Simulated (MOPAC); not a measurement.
Input for MOPAC: PM3 on BeH3N (SMILES [BeH][NH2]), a point of a bond scan (R = 2.016 Å).

```
PM3 1SCF PRECISE CHARGE=0 THREADS=1
BeH3N

Be    -0.55549601 1    -0.10298035 1    -0.76701060 1
H     -1.33100906 1    -0.24674845 1    -1.83781348 1
N      0.31947459 1     0.05922564 1     0.44112000 1
H      1.77086835 1    -1.22143494 1     1.00538808 1
H      0.27149950 1     0.82519504 1     1.09476189 1
```

The log:

```
*******************************************************************************
 **                                                                           **
 **                              MOPAC v23.2.5                                **
 **                                                                           **
 *******************************************************************************
 ** MOPAC's Digital Object Identifier: https://doi.org/10.5281/zenodo.6511958 **
 **                                                                           **
 ** Please cite the open-source release paper for use of this MOPAC version:  **
 ** J. E. Moussa and J. J. P. Stewart (2026)                                  **
 ** MOPAC: An open-source semiempirical molecular orbital program             **
 ** J. Open Source Softw., 11(119), 8025, https://doi.org/10.21105/joss.08025 **
 *******************************************************************************

                              PM3 CALCULATION RESULTS

 *******************************************************************************
 *  PM3        - The PM3 Hamiltonian to be used
 *
 *
 *
 *                 CHARGE ON SYSTEM = 0
 *
 *
 *
 *  PRECISE    - TIGHTER CRITERIA TO BE USED
 *  1SCF       - DO 1 SCF AND THEN STOP
 *  THREADS=1  - MULTI-THREADING NOT USED
 *  T=         - A TIME OF 172800.0 SECONDS REQUESTED
 *  DUMP=N     - RESTART FILE WRITTEN EVERY 7200.0 SECONDS REQUESTED
 *******************************************************************************
PM3 1SCF PRECISE CHARGE=0 THREADS=1
 BeH3N

   ATOM   CHEMICAL          X               Y               Z
  NUMBER   SYMBOL      (ANGSTROMS)     (ANGSTROMS)     (ANGSTROMS)

     1      Be         -0.55549601  *  -0.10298035  *  -0.76701060  *
     2       H         -1.33100906  *  -0.24674845  *  -1.83781348  *
     3       N          0.31947459  *   0.05922564  *   0.44112000  *
     4       H          1.77086835  *  -1.22143494  *   1.00538808  *
     5       H          0.27149950  *   0.82519504  *   1.09476189  *



          CARTESIAN COORDINATES

    NO.       ATOM           X           Y           Z

     1        Be         -0.5555     -0.1030     -0.7670
     2         H         -1.3310     -0.2467     -1.8378
     3         N          0.3195      0.0592      0.4411
     4         H          1.7709     -1.2214      1.0054
     5         H          0.2715      0.8252      1.0948

  H: (PM3): J. J. P. STEWART, J. COMP. CHEM. 10, 209 (1989).
 Be: (PM3): J. J. P. STEWART, J. COMP. CHEM. 10, 209 (1989).
  N: (PM3): J. J. P. STEWART, J. COMP. CHEM. 10, 209 (1989).

           Empirical Formula: H3 N Be  =     5 atoms



      MOLECULAR POINT GROUP   :   Cs


      RHF CALCULATION, NO. OF DOUBLY OCCUPIED LEVELS = 5


 -------------------------------------------------------------------------------
 PM3 1SCF PRECISE CHARGE=0 THREADS=1
 BeH3N



     1SCF WAS SPECIFIED, SO BFGS WAS NOT USED
     SCF FIELD WAS ACHIEVED


                              PM3 CALCULATION
                                                       MOPAC v23.2.5 Linux




          FINAL HEAT OF FORMATION =        126.61064 KCAL/MOL =     529.73892 KJ/MOL


          COSMO AREA              =         83.19 SQUARE ANGSTROMS
          COSMO VOLUME            =         63.82 CUBIC ANGSTROMS

          IONIZATION POTENTIAL    =          9.104994 EV
          HOMO LUMO ENERGIES (EV) =         -9.105 -1.009
          NO. OF FILLED LEVELS    =          5
          MOLECULAR WEIGHT        =         26.0426         POINT GROUP:  Cs

          MOLECULAR DIMENSIONS (Angstroms)

            Atom       Atom       Distance
            H     4    H     2     4.31920
            H     5    H     2     2.06276
           Be     1    H     4     0.00000


          SCF CALCULATIONS        =          1





   ATOM   CHEMICAL          X               Y               Z
  NUMBER   SYMBOL      (ANGSTROMS)     (ANGSTROMS)     (ANGSTROMS)

     1      Be         -0.55549601  *  -0.10298035  *  -0.76701060  *
     2       H         -1.33100906  *  -0.24674845  *  -1.83781348  *
     3       N          0.31947459  *   0.05922564  *   0.44112000  *
     4       H          1.77086835  *  -1.22143494  *   1.00538808  *
     5       H          0.27149950  *   0.82519504  *   1.09476189  *

                             CARTESIAN COORDINATES

   1   Be       -0.555496010    -0.102980350    -0.767010600
   2    H       -1.331009060    -0.246748450    -1.837813480
   3    N        0.319474590     0.059225640     0.441120000
   4    H        1.770868350    -1.221434940     1.005388080
   5    H        0.271499500     0.825195040     1.094761890


           Empirical Formula: H3 N Be  =     5 atoms



      MOLECULAR POINT GROUP   :   Cs


                  EIGENVALUES
 -25.06678 -13.95735 -12.47556 -10.09829  -9.10499  -1.00861   2.13921   3.82370
   4.09935   5.22203   6.55011


              NET ATOMIC CHARGES AND DIPOLE CONTRIBUTIONS

  ATOM NO.   TYPE          CHARGE      No. of ELECS.   s-Pop       p-Pop
    1         Be           0.399859        1.6001     0.90599     0.69415
    2          H          -0.136339        1.1363     1.13634
    3          N          -0.379684        5.3797     1.49726     3.88242
    4          H           0.044920        0.9551     0.95508
    5          H           0.071244        0.9288     0.92876
 DIPOLE           X         Y         Z       TOTAL
 POINT-CHG.    -0.303    -0.125    -0.483     0.583
 HYBRID         0.321     0.296     0.663     0.794
 SUM            0.018     0.170     0.180     0.249


          ATOMIC ORBITAL ELECTRON POPULATIONS

     Atom    s        px        py        pz
    1 Be   0.90599   0.24463   0.06023   0.38929
    2  H   1.13634
    3  N   1.49726   1.35913   1.19057   1.33272
    4  H   0.95508
    5  H   0.92876

 **********************
 *                    *
 * JOB ENDED NORMALLY *
 *                    *
 **********************




 == MOPAC DONE ==
```

The run finished.

Cost: about 0.04 core-seconds (a rough figure).
